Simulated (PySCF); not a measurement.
Compound: (F)3Hf-NH-SiH3 (singlet state).
Bonds: Hf1–F2, Hf1–F3, Hf1–F4, Hf1–N5, N5–Si6. Hydrogens: H7 on N5; H8, H9, H10 on Si6.

Method: PBE0-D3(BJ)/def2-SVP geometry optimisation, gas phase, def2 core potentials past Kr (PySCF 2.14.0).

(1) What internal coordinates does the optimisation give?

Answers

(1) 
```
                   bond  length (pm)
 Hf1–F2, Hf1–F3, Hf1–F4        191.2
                 Hf1–N5        203.1
                 N5–Si6        175.1
                  N5–H7        102.1
Si6–H8, Si6–H9, Si6–H10        149.5
```

Bonds in one row agree within 1 pm and their mean is given. A selection of angles:
```
     angle  degrees
 F2–Hf1–F3    111.7
 F2–Hf1–N5    106.9
 F3–Hf1–F4    108.0
 F3–Hf1–N5    109.4
Hf1–N5–Si6    124.2
 Hf1–N5–H7    120.9
 Si6–N5–H7    115.0
 N5–Si6–H8    105.0
 N5–Si6–H9    112.5
 H8–Si6–H9    109.2
H9–Si6–H10    108.5
```

Dihedral angles: F2–Hf1–N5–Si6 -179° (antiperiplanar).

N5 (nitrogen bonded to Hf, Si and H) is planar (angles 124.2°, 120.9° and 115.0°, sum 360.0°, 0.01 Å off the plane of its three neighbours). Si6 (silicon bonded to N and 3 H) is distorted tetrahedral (angles from 105.0° to 112.5°). Hf1 (hafnium bonded to 3 F and N) is tetrahedral (angles from 106.9° to 112.4°). All 3 F–Hf bonds measure 1.910 to 1.913 Å.

PBE0-D3(BJ)/def2-SVP frequencies: not computed here.
